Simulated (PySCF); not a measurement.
**Electron correlation in Hg⁺ (mercury, charge +1)**

[Xe] 4f14 5d10 6p1, 2P determinant (an excited configuration). Calculation: PySCF 2.14, in def2-TZVPPD with the def2 core potential (60 electrons) (6s6p3d2f1g, 62 functions); scalar relativity through the core potential. Frozen: nothing; 19 electrons correlated.

```
  level  correlation energy (mhartree)
   CCSD                        -530.06
    (T)                         -15.06
CCSD(T)                        -545.12
```

Diagnostics: T1 = 0.012, D1 = 0.0583, largest double amplitude 0.035.

Question: Is a single reference adequate?

Answer: Yes, within this model without spin-orbit coupling: T1 lies below 0.03 and no double amplitude reaches 0.07.

The basis has no tight functions for the innermost shells, so their pair energies are far from complete.

This basis was not built for core-valence correlation, so the inner-shell part is incomplete.
